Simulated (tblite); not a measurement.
Input of a run (GFN2-xTB geometry optimisation, gas phase (tblite 0.8.0)), started from a force field or distance geometry:
```
{"job": {"kind": "relax", "xc": "GFN2-xTB", "basis": "xTB"}, "charge": 0, "multiplicity": 1}
F     -2.646600    -1.454900    -0.097600
C     -2.764100    -0.068600     0.020200
F     -3.335400     0.482700    -1.100100
F     -3.548400     0.248700     1.100500
Si    -1.014400     0.560600     0.236200
C      0.144500    -0.832600    -0.138400
Si     1.758700    -0.677100     0.769600
P      2.784200     1.238000     0.422800
H     -0.751000     1.694100    -0.653200
H     -0.904800     1.061100     1.613100
H      0.247000    -0.932200    -1.225200
H     -0.342300    -1.769300     0.236900
H      2.658400    -1.772600     0.371600
H      1.515700    -0.834200     2.222600
H      2.062000     2.119400    -0.481500
H      4.129000     0.945800    -0.041600
```

Output (eV, eV/Å):
```
step      E/eV     max force
  0    -775.22095    2.232
  1    -775.50149    1.382
  2    -775.81517    1.235
  3    -775.97788    1.081
  4    -776.08893    0.579
  5    -776.13138    0.634
  6    -776.16119    0.348
  7    -776.17273    0.264
  8    -776.18113    0.213
  9    -776.18750    0.221
 10    -776.19435    0.229
 11    -776.20093    0.212
 12    -776.20800    0.257
 13    -776.21547    0.253
 14    -776.22254    0.265
 15    -776.22783    0.196
 16    -776.23098    0.125
 17    -776.23296    0.125
 18    -776.23497    0.116
 19    -776.23720    0.135
 20    -776.23924    0.116
 21    -776.24095    0.098
 22    -776.24252    0.107
 23    -776.24416    0.106
 24    -776.24571    0.085
 25    -776.24668    0.060
 26    -776.24715    0.057
 27    -776.24749    0.048
 28    -776.24789    0.060
 29    -776.24839    0.058
 30    -776.24900    0.065
 31    -776.24971    0.080
 32    -776.25053    0.076
 33    -776.25137    0.076
 34    -776.25205    0.070
 35    -776.25258    0.063
 36    -776.25316    0.062
 37    -776.25401    0.076
 38    -776.25521    0.096
 39    -776.25637    0.090
 40    -776.25733    0.091
 41    -776.25834    0.103
 42    -776.25950    0.099
 43    -776.26112    0.137
 44    -776.26333    0.156
 45    -776.26567    0.156
 46    -776.26799    0.094
 47    -776.26759    0.368
 48    -776.27151    0.081
 49    -776.27306    0.097
 50    -776.27145    0.494
 51    -776.27800    0.135
 52    -776.28023    0.120
 53    -776.26921    0.631
 54    -776.28364    0.098
 55    -776.28545    0.080
 56    -776.28679    0.229
 57    -776.28932    0.062
 58    -776.29012    0.057
 59    -776.29192    0.055
 60    -776.29270    0.060
 61    -776.29446    0.064
 62    -776.29584    0.101
 63    -776.29706    0.120
 64    -776.29802    0.128
 65    -776.29914    0.115
 66    -776.30021    0.124
 67    -776.30133    0.117
 68    -776.30268    0.091
 69    -776.30436    0.084
 70    -776.30610    0.068
 71    -776.30740    0.067
 72    -776.30819    0.161
 73    -776.30939    0.140
 74    -776.31068    0.100
 75    -776.31237    0.056
 76    -776.31270    0.041
 77    -776.31322    0.042
 78    -776.31343    0.034
 79    -776.31369    0.042
 80    -776.31393    0.050
 81    -776.31416    0.049
 82    -776.31435    0.037
 83    -776.31453    0.029
 84    -776.31471    0.032
 85    -776.31488    0.041
 86    -776.31504    0.041
 87    -776.31517    0.028
 88    -776.31530    0.028
 89    -776.31545    0.031
 90    -776.31565    0.043
 91    -776.31597    0.057
 92    -776.31647    0.063
 93    -776.31716    0.070
 94    -776.31792    0.068
 95    -776.31870    0.058
 96    -776.31938    0.068
 97    -776.32005    0.064
 98    -776.32054    0.108
 99    -776.32120    0.054
100    -776.32163    0.052
101    -776.32216    0.043
102    -776.32255    0.057
103    -776.32316    0.073
104    -776.32398    0.081
105    -776.32438    0.051
106    -776.32467    0.044
107    -776.32489    0.050
108    -776.32531    0.057
109    -776.32567    0.054
110    -776.32588    0.031
111    -776.32597    0.020
112    -776.32604    0.022
113    -776.32614    0.026
114    -776.32633    0.035
115    -776.32655    0.032
116    -776.32676    0.030
117    -776.32689    0.025
118    -776.32698    0.022
119    -776.32708    0.025
120    -776.32721    0.035
121    -776.32736    0.044
122    -776.32754    0.044
123    -776.32774    0.047
124    -776.32798    0.057
125    -776.32825    0.047
126    -776.32847    0.028
127    -776.32857    0.030
128    -776.32868    0.031
129    -776.32880    0.027
130    -776.32895    0.027
131    -776.32912    0.027
132    -776.32929    0.028
133    -776.32945    0.038
134    -776.32962    0.040
135    -776.32978    0.042
136    -776.32994    0.029
137    -776.33004    0.016
138    -776.33008    0.011
139    -776.33009    0.010
```

Task: Summarise the run.

Result: The energy falls by 25.6 kcal/mol over 139 L-BFGS steps, the largest force on an atom goes from 2.23 to 0.010 eV/Å, and the atoms move by 0.591 Å rms after alignment. The bond that changes most is C2–Si5 (CF3 carbon to SiH2 silicon), which lengthens by 0.076 Å. Bonds longer at the end by more than 0.005 Å: 4 of 15; shorter: 8. Among the angles that change most is H15–P8–H16, from 112.5° to 92.3°. Among the dihedrals that turn most is H13–Si7–P8–H15, from 122° to 46°. The energy rose by more than 1e-5 eV at steps 47, 50 and 53. The first step brought 25 % of the lowering.

Task: What are the final bond lengths?

Result: F1–C2 1.351 Å, C2–F3 1.350 Å, C2–F4 1.348 Å, C2–Si5 1.948 Å, Si5–C6 1.889 Å, C6–Si7 1.908 Å, Si7–P8 2.237 Å, Si5–H9 1.461 Å, Si5–H10 1.462 Å, C6–H11 1.091 Å, C6–H12 1.090 Å, Si7–H13 1.470 Å, Si7–H14 1.466 Å, P8–H15 1.384 Å, P8–H16 1.382 Å. Numbering counts from 1 in the input's order; the species is `FC(F)(F)[SiH2]C[SiH2]P`.

Hardware: an Intel Xeon at 2.50 GHz with one thread (shared host). Cost: 4.2 s wall.

Its GFN2-xTB frequencies are all real (lowest 19 cm⁻¹). The numbers are those of one conformer. 2 starts were optimised and ended at 0.00 and 0.50 kcal/mol (GFN2-xTB); the lowest of these is shown.

All values are computed, not measured.
